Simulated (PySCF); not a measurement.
Run record: geometry optimisation, `[CH2]=[Nb]([S]C)([S]C)[S]C` (Nb(CH2)(SMe)3).

Computed with PBE0-D3(BJ)/def2-SVP geometry optimisation, gas phase, def2 core potentials past Kr (PySCF 2.14.0). Start geometry: GFN2-xTB. The input is one job of a driver script: a line of settings, then coordinates in Å.

Input:
```
{"job": {"xc": "PBE0", "basis": "def2-SVP", "d3": "d3bj", "grid": 1, "maxiter": 30, "shake": 0.03, "kind": "geom"}, "charge": 0, "multiplicity": 1}
Nb     0.532040    -0.398240     0.552960
C     -0.165280     0.751810     2.078070
H      0.476080     1.335440     2.693590
H     -1.069060     0.897970     2.452520
S      2.763730    -0.981850     0.576930
C      2.617620    -1.989510    -0.888810
H      1.908380    -2.787440    -0.722680
H      3.647360    -2.447010    -1.061800
H      2.366770    -1.358290    -1.678310
S      0.251420     1.221060    -1.259460
C     -0.109830     2.888920    -0.630800
H     -0.961530     2.866020    -0.021740
H     -0.317670     3.577660    -1.544170
H      0.723760     3.237260    -0.054590
S     -1.044640    -2.107870    -0.092510
C     -2.679020    -1.258440    -0.063030
H     -2.949470    -1.028600     0.933690
H     -3.403050    -2.001420    -0.490740
H     -2.650360    -0.424020    -0.694520
```

Output:
```
step   0  E = -1409.53433523  max force = 0.102064
step   1  E = -1409.57353884  max force = 0.013685
step   2  E = -1409.57545879  max force = 0.006383
step   3  E = -1409.57644188  max force = 0.004445
step   4  E = -1409.57724335  max force = 0.005737
step   5  E = -1409.57791843  max force = 0.005441
step   6  E = -1409.57833469  max force = 0.003650
step   7  E = -1409.57892037  max force = 0.002586
step   8  E = -1409.57904818  max force = 0.001521
step   9  E = -1409.57916707  max force = 0.001971
step  10  E = -1409.57921700  max force = 0.002450
step  11  E = -1409.57932164  max force = 0.001776
step  12  E = -1409.57940325  max force = 0.001408
step  13  E = -1409.57945598  max force = 0.000744
step  14  E = -1409.57947718  max force = 0.000655
step  15  E = -1409.57947214  max force = 0.000527
step  16  E = -1409.57947342  max force = 0.000297
step  17  E = -1409.57948128  max force = 0.000313
optimisation converged
```

Energies in Eh; «max force» is the largest Cartesian gradient component in Eh/bohr.

Problem. How much energy does the optimisation release, in eV?

Solution. E(step 0) − E(last step) = 0.045146 Eh, which is 1.228 eV.

Main results: final energy -1409.57948 Eh after 17 steps; dipole 2.10 D.

Problem. How long does this job take on an Arm Neoverse V2 with one thread, shared host with 96 logical CPUs at a one-minute load of 43? And the peak memory of the process?

Solution. About 8.4 min, with 1.0 GiB resident at the peak, the Python interpreter and its libraries included.
Labels such as C1 count atoms from 1, the log's own numbers from 0.
